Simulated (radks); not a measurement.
The numbers below are computed, except where a source is named.
Problem. The mean radii <r> (bohr) of the occupied orbitals of an atom or ion are listed with their occupations. Code: a radial shooting solver on a logarithmic mesh with Libxc functionals. Model: Dirac Kohn-Sham, PBEsol, spin-unpolarised, spherical densities, point nucleus.

| orbital | occ. | <r> |
|---|---|---|
| 1s1/2 | 2 | 0.01715 |
| 2s1/2 | 2 | 0.07170 |
| 2p1/2 | 2 | 0.05907 |
| 2p3/2 | 4 | 0.06750 |
| 3s1/2 | 2 | 0.1866 |
| 3p1/2 | 2 | 0.1768 |
| 3p3/2 | 4 | 0.1923 |
| 3d3/2 | 4 | 0.1676 |
| 3d5/2 | 6 | 0.1724 |
| 4s1/2 | 2 | 0.4150 |
| 4p1/2 | 2 | 0.4179 |
| 4p3/2 | 4 | 0.4519 |
| 4d3/2 | 4 | 0.4617 |
| 4d5/2 | 6 | 0.4730 |
| 5s1/2 | 2 | 0.9465 |
| 4f5/2 | 6 | 0.5115 |
| 4f7/2 | 8 | 0.5188 |
| 5p1/2 | 2 | 1.021 |
| 5p3/2 | 4 | 1.111 |
| 5d3/2 | 2.4 | 1.407 |
| 5d5/2 | 3.6 | 1.446 |

Name the element and its charge. Open shells, if any, are shared by 2j + 1.

Solution. Z = 78, platinum, charge +4: Pt4+ in [Xe] 4f14 5d6. The 1s radius gives Z: for a bare nucleus <r> = (2 gamma + 1)/(2Z) with gamma = sqrt(1 - (Z/c)^2), 0.01695 bohr for Z = 78, and screening makes it slightly larger (0.01715 here). The occupations add up to 74, and the charge is Z minus that.
